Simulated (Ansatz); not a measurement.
C₃H₇AlOSi. Total charge 0; spin multiplicity 1. The bonds changed during the relaxation, so this is another structure than the one it started from. The geometry is a stationary point of PBE0-D4/def2-TZVP. It is one conformer, not always the lowest.

```xyz
13

C     2.104   -0.086   -1.199
C     1.766    0.059    0.085
Al   -0.100    0.036    0.608
Si   -1.947   -0.190   -0.975
C    -0.530    0.015    2.503
O    -0.509    1.209    2.133
H     1.356   -0.206   -1.981
H     3.136   -0.092   -1.543
H     2.584    0.174    0.796
H    -1.776    0.666   -2.185
H    -3.249    0.184   -0.350
H    -2.085   -1.595   -1.460
H    -0.751   -0.172    3.569
```

**Question.** What is the dipole moment at PBE/def2-TZVPP? (Best estimate.)

**Answer.** The calculation gave: 1.74 D, with components (0.72, -0.47, 1.51) D in this frame, pointing from negative to positive charge.

**Question.** And with r2SCAN, B3LYP, ωB97M-V? (Estimate.)

**Answer.** The calculation gave: r2SCAN 1.79 D, B3LYP 1.80 D, ωB97M-V 1.84 D.

**Question.** Give the Mulliken charges with PBE, r2SCAN, B3LYP in def2-TZVPP. (Best estimate.)

**Answer.** Ansatz gave: 
```json
{"atom": "C1", "PBE": "-0.18", "r2SCAN": "-0.12", "B3LYP": "-0.21"}
{"atom": "C2", "PBE": "-0.23", "r2SCAN": "-0.29", "B3LYP": "-0.26"}
{"atom": "Al3", "PBE": "0.39", "r2SCAN": "0.56", "B3LYP": "0.47"}
{"atom": "Si4", "PBE": "-0.04", "r2SCAN": "0.01", "B3LYP": "0.03"}
{"atom": "C5", "PBE": "-0.01", "r2SCAN": "0.01", "B3LYP": "-0.02"}
{"atom": "O6", "PBE": "-0.15", "r2SCAN": "-0.21", "B3LYP": "-0.22"}
{"atom": "H7", "PBE": "0.09", "r2SCAN": "0.07", "B3LYP": "0.10"}
{"atom": "H8", "PBE": "0.09", "r2SCAN": "0.07", "B3LYP": "0.10"}
{"atom": "H9", "PBE": "0.08", "r2SCAN": "0.06", "B3LYP": "0.09"}
{"atom": "H10", "PBE": "-0.04", "r2SCAN": "-0.07", "B3LYP": "-0.06"}
{"atom": "H11", "PBE": "-0.05", "r2SCAN": "-0.07", "B3LYP": "-0.07"}
{"atom": "H12", "PBE": "-0.05", "r2SCAN": "-0.07", "B3LYP": "-0.07"}
{"atom": "H13", "PBE": "0.10", "r2SCAN": "0.05", "B3LYP": "0.12"}
```

B3LYP here is the variant with VWN-RPA as its local correlation; programs differ in this.
